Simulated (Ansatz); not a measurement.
Cost and result for the atomization energy of C$_{2}$H$_{6}$SSi (`[SiH3]/C=C\S`) (10 atoms, 9 bonds).

Z-matrix (Å, degrees):
```
Si
C 1 1.855
H 1 1.485 2 109.3
H 1 1.490 2 111.5 3 120.5
H 1 1.491 2 111.1 3 -120.3
C 2 1.336 1 126.4 3 169.6
H 2 1.087 1 117.8 3 -10.7
S 6 1.740 2 129.2 1 -0.3
H 6 1.088 2 120.8 1 179.6
H 8 1.345 6 98.0 2 -2.8
```

The species carries charge 0 and has multiplicity 1. The structure was optimised at the PBE0-D4/def2-TZVP level. It is one conformer, not always the lowest. Program: Ansatz. All runs use 2 threads of an Arm Neoverse V1 on a shared host. Times are those of one run each, without the atoms' runs, and a repeat can differ threefold. Electronic energies, without spin–orbit coupling; frozen cores. CCSD(T)/CBS adds CCSD(T) − MP2 in def2-TZVPP to the MP2 limit, and its time is that of the two runs behind it. T1 = 0.013. B3LYP takes the VWN-RPA correlation (the form of Gaussian; ORCA's B3LYP/G).

CCSD(T)/CBS is a level of theory with its own doubt, some kJ/mol a heavy atom from the limit and from the frozen cores, so smaller differences don't rank the functionals.

| level | functions | atomization (kcal/mol) | difference from CCSD(T)/CBS | per bond |
| --- | --- | --- | --- | --- |
| PBE0-D4/def2-TZVPP | 230 | 835.4 | 1.7 | 0.2 |
| BHLYP-D4/def2-TZVPP | 230 | 814.8 | -18.9 | -2.1 |
| revPBE-D4/def2-TZVPP | 230 | 830.7 | -3.0 | -0.3 |
| PBE-D4/def2-TZVPP (with forces) | 230 | 846.9 | 13.2 | 1.5 |
| BLYP-D4/def2-TZVPP | 230 | 831.6 | -2.1 | -0.2 |
| r2SCAN-D4/def2-TZVPP (with forces) | 230 | 837.2 | 3.5 | 0.4 |
| MP2/def2-QZVPP | 434 | 831.4 | -2.3 | -0.3 |
| B3LYP-D4/def2-TZVPP (with forces) | 230 | 834.7 | 1.0 | 0.1 |
| CCSD(T)/def2-SVP | 94 | 786.2 | -47.5 | -5.3 |
| CCSD(T)/CBS(def2) | – | 833.7 | 0.0 | 0.0 |
| B2PLYP/def2-TZVPP | 230 | 823.8 | -9.9 | -1.1 |
| CAM-B3LYP-D4/def2-TZVPP | 230 | 835.1 | 1.4 | 0.1 |
| CCSD(T)/def2-TZVPP | 230 | 812.2 | -21.5 | -2.4 |

Question: Order the runs by time, with rough figures. (An estimate is asked.)

Answer: Ansatz gave: revPBE-D4/def2-TZVPP 3.1 s; BLYP-D4/def2-TZVPP 3.4 s; PBE-D4/def2-TZVPP (with forces) 3.9 s; CCSD(T)/def2-SVP 3.9 s; PBE0-D4/def2-TZVPP 4.6 s; BHLYP-D4/def2-TZVPP 4.7 s; CAM-B3LYP-D4/def2-TZVPP 5.5 s; B3LYP-D4/def2-TZVPP (with forces) 7 s; r2SCAN-D4/def2-TZVPP (with forces) 8 s; B2PLYP/def2-TZVPP 8.5 s; MP2/def2-QZVPP 32 s; CCSD(T)/def2-TZVPP 110 s; CCSD(T)/CBS(def2) 2.4 min.

At CCSD(T), def2-SVP lies −47.5 kcal/mol from the extrapolated value and def2-TZVPP −21.5 kcal/mol: correlation converges slowly with the basis, and small sets miss more of it in the bonded molecule than in its fragments. In def2-TZVPP, CCSD(T) changes the Hartree–Fock value by +198.5 kcal/mol (the triples alone add +12.6 kcal/mol) and MP2 by +205.0 kcal/mol; breaking electron pairs costs correlation energy, which Hartree–Fock lacks. From BLYP to BHLYP (50 % exact exchange), in def2-TZVPP and without D4, the atomization energy moves by −11.7 kcal/mol: exact exchange takes away binding that semilocal exchange gives to molecules.
